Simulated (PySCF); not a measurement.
Assignment exercise: C4H12Si3

Atom-mapped SMILES (the numbers label the heavy atoms): `[CH3:1][C:2]#[C:3][SiH2:4][Si@@H:5]([CH3:6])[SiH3:7]`. Hydrogens are named by the atom that carries them. Ha(Si4) is pro-R; Hb(Si4) is pro-S.

Computational details: PBE0/pcSseg-1 with gauge-including orbitals, structure optimised with GFN2-xTB, in PySCF 2.14.0 with density-fitted response routines (relativity neglected, equivalent nuclei averaged, single conformer, no solvent).

δ = σ(ref) − σ, references computed at the same level: TMS for 13C (σ = 186.93 ppm), 1H (σ = 31.72 ppm).

Task: Assign these signals to the numbered atoms. 13C{1H} NMR (computed): δ 116.3, 78.7, 6.3, -8.2.

Result: 
| δ (ppm) | atoms | environment | reason |
| --- | --- | --- | --- |
| 116.3 | C2 | alkyne carbon | – |
| 78.7 | C3 | alkyne carbon | sp carbons lie upfield of alkene carbons because the cylindrical π system leaves one tensor component strongly shielded |
| 6.3 | C1 | propargylic methyl carbon | a saturated carbon with 1 carbon neighbour and no heteroatom attached |
| -8.2 | C6 | methyl carbon bonded to Si | an electropositive neighbour leaves it electron-rich and shielded |

Task: Assign these signals to the numbered atoms. 1H NMR (400 MHz, computed): δ 4.45 (m, 1H), 4.36 (m, 1H), 3.94 (m, 1H), 3.50 (d, 3H), 2.09 (s, 3H), 0.35 (d, 3H).

Result: 
| δ (ppm) | atoms | environment | reason |
| --- | --- | --- | --- |
| 4.45 | Ha(Si4) | hydrogen on a silicon bonded to C, Si | – |
| 4.36 | Hb(Si4) | hydrogen on a silicon bonded to C, Si | – |
| 3.94 | H(Si5) | hydrogen on a silicon bonded to C, 2 Si | – |
| 3.50 | H(Si7) | hydrogen on a silicon bonded to Si | – |
| 2.09 | H(C1) | hydrogen on a propargylic methyl carbon | – |
| 0.35 | H(C6) | hydrogen on a methyl carbon bonded to Si | an electropositive neighbour shields it, as in TMS itself |

Ha(Si4) and Hb(Si4) lie closer than the usual error of such a calculation, so a measured spectrum could show them in the other order.

Shifts are as computed. Against solution values, carbons near 30 ppm lie about +3 ppm off and those near 130 ppm about +5 ppm. Of 1211 compounds with measured shifts, 218 miss one by over three times the rms of a fit or turn the order of signals round; such compounds aren't used in these exercises. Multiplicities follow the n + 1 count of equivalent neighbours, as no J values were calculated; m marks all less simple cases, F and P coupling included.
